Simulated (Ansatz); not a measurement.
A structure relaxed at r2SCAN-D4/def2-TZVP in Ansatz, charge 0, singlet:

```xyz
3

Ni   -0.5728    0.1116    0.0710
F     0.4356    1.1733   -0.7636
F     0.1372   -1.2849    0.6926
```

(1) Give its formula and point group.

(2) Summarise the bond lengths by kind (pairs closer than 1.2 times the sum of covalent radii, bridged metal pairs left out).

Answers

(1) the cluster NiF₂. Point group C2v (tolerance 0.1 Å).

(2) 2 × F–Ni 1.69 Å. The metal has 2 neighbours: F 1.69 Å, F 1.69 Å.

The restricted singlet is unstable: a solution with broken spin symmetry lies lower. At r2SCAN-D4/def2-TZVP a triplet of charge 0 lies 1.70 eV below the restricted singlet, each at its own geometry. The structure comes from a short search, and lower isomers may exist.
